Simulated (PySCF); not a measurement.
C2H5Te, SMILES [CH2][Te]C, multiplicity 2. Coordinates come from a B3LYP-D3(BJ)/def2-SVP optimisation. The isomer is the one that the SMILES or the coordinates give; other isomers of the formula were not compared. The def2 effective core potentials stand for the cores of Te; spin–orbit coupling is left out.

All values below come from B3LYP-D3(BJ)/def2-SVP run with PySCF 2.14.0.

Harmonic wavenumbers (cm⁻¹): 95, 157, 188, 303, 518, 601, 750, 829, 867, 1239, 1325, 1434, 1444, 3059, 3140, 3176, 3183, 3282. Rotational constants (GHz): 9.214, 6.247, 3.819; symmetry number 1.

Task: Work out the zero-point energy and the ideal-gas rigid-rotor harmonic-oscillator thermochemistry at 298.15 K and 1 atm.

Result: ZPE = ½ Σ hcν = ½ × 25589 cm⁻¹ = 36.58 kcal/mol. H − E(el) = 40.84 kcal/mol. Entropy in cal/(mol K): translation 41.06, rotation 24.80, vibration 11.54, spin 1.38, total 78.76. G − E(el) = 17.35 kcal/mol. Cp = 19.95 cal/(mol K). Modes under 150 cm⁻¹ make the vibrational entropy uncertain.
